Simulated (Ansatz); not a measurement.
Ansatz (a program for electronic structure) input:
A basis named .json is the Basis Set Exchange file of that set.

Ansatz 0.2 input:
```yaml
crystal:
  periodic: [false, false, false]
  atoms:
    - {symbol: In, position_ang: [-0.00000000, -0.00000000, -0.31203525]}
    - {symbol: F, position_ang: [0.00000000, 0.00000000, 1.69885860]}
basis:
  gaussian:
    orbitals: def2-QZVPPD.json
    fitting: {mean_field: def2-universal-jkfit, correlation: def2-QZVPPD-RIFIT.json}
total_charge: 1
magnetization: {spin_polarized: true, initial_magnetization: 1}
correlation: {method: mp2, electrons: outside_noble_gas}
```

Task: What final total energy does it print?

Result: -288.74321 Eh (RI-MP2/def2-QZVPPD). The basis has 154 functions.

This state (charge 1, doublet) is run at the relaxed geometry of the species with charge 0 and multiplicity 1.
